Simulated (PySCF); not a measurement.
# Correlation energy of C+ (carbon, charge +1)

[He] 2s1 2p2, high-spin 4P determinant (an excited configuration). Calculation: PySCF 2.14, in x2c-QZVPPall; the spin-free X2C one-electron Hamiltonian (Gaussian nucleus). Frozen: nothing; 5 electrons correlated.

MP2 pair energies summed by pair of shells (mhartree):

| pair | energy | share (%) |
| --- | --- | --- |
| 1s-1s | -14.99 | 45.2 |
| 2p-2p | -7.38 | 22.3 |
| 2s-2p | -5.38 | 16.2 |
| 1s-2p | -3.76 | 11.3 |
| 1s-2s | -1.64 | 5.0 |

Total MP2 correlation energy: -33.16 mhartree.

Same-spin part -14.43 and opposite-spin part -18.73 mhartree; SCS-MP2 scales them by 1/3 and 6/5 to -27.28 mhartree.

This basis was not built for core-valence correlation, so the inner-shell part is incomplete.
